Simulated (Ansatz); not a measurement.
Reaction (ligand exchange at the Si–O bond): `N[Si@@H](F)O[Si@@H](N)F` + `N[SiH](F)S` → `N[Si@@H](F)S[Si@@H](N)F` + `N[SiH](O)F`

Computed with Ansatz on PBE0-D4/def2-TZVP structures; ΔE is electronic, products minus reactants. CCSD(T)/CBS adds triple-zeta CCSD(T) − MP2 to the extrapolated MP2 energy (def2 sets, frozen cores). This one scheme is used for every species. DFT in def2-TZVPP. B3LYP here is the variant with VWN-RPA as its local correlation; programs differ in this. HSE06 is defined as in plane-wave codes. Each species was taken in one conformer, which may not be the lowest.

| level | ΔE (kJ/mol) | difference from CCSD(T)/CBS |
| --- | --- | --- |
| PBE-D4 | 45.0 | -15.9 |
| BLYP-D4 | 58.3 | -2.6 |
| B97M-V | 60.8 | -0.1 |
| r2SCANh-D4 | 57.8 | -3.1 |
| HSE06-D4 | 51.0 | -9.9 |
| ωB97M-V | 59.2 | -1.7 |
| B2PLYP | 66.2 | 5.3 |
| PBE-QIDH | 57.7 | -3.2 |
| PBE | 48.2 | -12.7 |
| revPBE | 49.1 | -11.8 |
| B3LYP | 68.4 | 7.5 |
| HSE06 | 53.5 | -7.4 |
| BHLYP | 75.1 | 14.2 |
| RPA@PBE/def2-TZVPP | 66.5 | 5.6 |
| CCSD/def2-TZVPP | 68.9 | 8.0 |
| CCSD(T)/def2-TZVPP | 64.1 | 3.2 |
| CCSD(T)/CBS | 60.9 | 0 |

Largest T1 diagnostic among the species: 0.011.

From PBE to PBE0 (25 % exact exchange), in def2-TZVPP and without D4, ΔE moves by +5.6 kJ/mol. In def2-TZVPP, CCSD(T) changes the Hartree–Fock value by −22.1 kJ/mol (the triples alone add −4.7 kJ/mol) and MP2 by −27.3 kJ/mol. Leaving LDA and LC-ωPBE aside and taking each functional with its dispersion term where it has one, the values, not all of them listed here, spread over 27.3 kJ/mol, from revPBE-D4 to BHLYP-D4.
